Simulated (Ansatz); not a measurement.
Compare A (`OB1OC1S`) with its isomer B (`OB1OCS1`).

Gas-phase electronic energies from Ansatz, PBE0-D4/def2-TZVP geometries. CCSD(T)/CBS is the MP2 limit (def2-TZVPP, def2-QZVPP) plus CCSD(T) − MP2 in def2-TZVPP, frozen cores. DFT in def2-TZVPP. B3LYP here is the variant with VWN-RPA as its local correlation; programs differ in this. Each species was taken in one conformer, which may not be the lowest.

Task: Which is lower in electronic energy at CCSD(T)/CBS, and by how much? (Estimate.)

Result: The calculation gave: B, by 156.9 kJ/mol.

Task: Give E(B) − E(A) in kJ/mol with BLYP-D4, B3LYP-D4, B2PLYP, r2SCAN-D4, PBE0-D4, CCSD(T)/def2-SVP, HF/def2-TZVPP. (Estimate.)

Result: Computed: BLYP-D4 -136.5, B3LYP-D4 -146.4, B2PLYP -150.1, r2SCAN-D4 -150.6, PBE0-D4 -155.8, CCSD(T)/def2-SVP -156.9, HF/def2-TZVPP -166.0. None reverses the order clearly.

Task: Does the order hold for the free energy at 298.15 K (harmonic terms from PBE0-D4)? (Estimate.)

Result: The calculation gave: Yes: G(B) − G(A) = -144.3 kJ/mol, for one conformer each.

Largest T1 diagnostic: 0.014.

In def2-TZVPP, CCSD(T) changes the Hartree–Fock value by +8.6 kJ/mol (the triples alone add +1.0 kJ/mol) and MP2 by +6.9 kJ/mol. From r2SCAN to r2SCAN0 (25 % exact exchange), in def2-TZVPP and without D4, E(B) − E(A) moves by −8.1 kJ/mol.
